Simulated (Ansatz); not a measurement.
# Cost against result

Saddle point of TiHCl3O, singlet (TiHCl₃O ([OH][Ti]([Cl])([Cl])[Cl]) → TiCl₂O ([O][Ti]([Cl])[Cl]) + HCl (still joined by a long Ti–Cl bond); bonds formed: Cl2–H4; bonds broken: O3–H4; bonds weakened to dative contacts: Ti1–Cl2), PBE0-D4/def2-TZVP structure:

```
6
angstrom
Ti 0.1259 0.3902 0.3046
Cl -1.3868 -1.0409 -1.0636
O 1.2631 -0.6661 -0.1675
H -0.0583 -1.3307 -0.9506
Cl 0.3905 2.3921 -0.5789
Cl -0.3344 0.2555 2.4559
```

Barriers are electronic and count from the start structure reached by relaxing down the imaginary mode.

Computed with Ansatz 0.2.0 (basis: as named in each row); correlated methods freeze the cores. B3LYP uses VWN-RPA correlation. Extrapolation: Hartree–Fock as exp(−7.88 √X), correlation as X^−2.97.

Times are rough, for one single point on 8 threads of a shared host (Arm Neoverse V1).

The estimate by CCSD(T) at an estimated basis limit (MP2 extrapolated from triple and quadruple zeta, plus CCSD(T) − MP2 in triple zeta) is 159.8 kJ/mol.

```csv
method,basis,time (s),barrier (kJ/mol),method less estimate
HF,STO-3G,under 1,443.9,284.1
PBE-D4,STO-3G,under 1,301.3,141.5
SPW92,def2-SVP,under 1,148.9,-10.9
PBE-D4,def2-SVP,under 1,146.6,-13.2
B3LYP-D4,6-31G,1,220.0,60.2
PBE0-D4,def2-SVP,1,161.9,2.1
SPW92,def2-TZVPP,2,155.9,-3.8
PBE-D4,def2-TZVPP,2,155.6,-4.2
BLYP-D4,def2-TZVPP,3,162.9,3.2
B3LYP-D4,def2-TZVPP,3,175.1,15.3
BHLYP-D4,def2-TZVPP,4,196.2,36.4
CCSD(T),def2-SVP,4,136.7,-23.1
CAM-B3LYP-D4,def2-TZVPP,4,174.9,15.1
wB97M-V,def2-SVP,4,161.0,1.2
PBE0-D4,def2-TZVPP,5,171.1,11.3
r2SCAN-D4,def2-TZVPP,6,169.5,9.7
r2SCAN0-D4,def2-TZVPP,6,180.6,20.9
B2PLYP,def2-TZVPP,6,149.3,-10.5
RPA on PBE,def2-TZVPP,7,152.1,-7.7
B97M-V,def2-TZVPP,8,179.7,19.9
PBE-QIDH,def2-TZVPP,9,152.9,-6.9
wB97M-V,def2-TZVPP,9,170.5,10.8
wB97X-V,def2-TZVPP,10,168.0,8.3
MP2,def2-QZVPP,20,115.4,-44.4
CCSD(T),def2-TZVPP,130,151.1,-8.7
```

All methods are single points on the PBE0-D4 structures.

No T1 diagnostic of these runs exceeds 0.026. The T1 diagnostic is large here, which may signal multireference character or strong orbital relaxation, so CCSD(T) is less sure.

Labels in which every atom is bracketed show which atoms are joined, not bond orders.
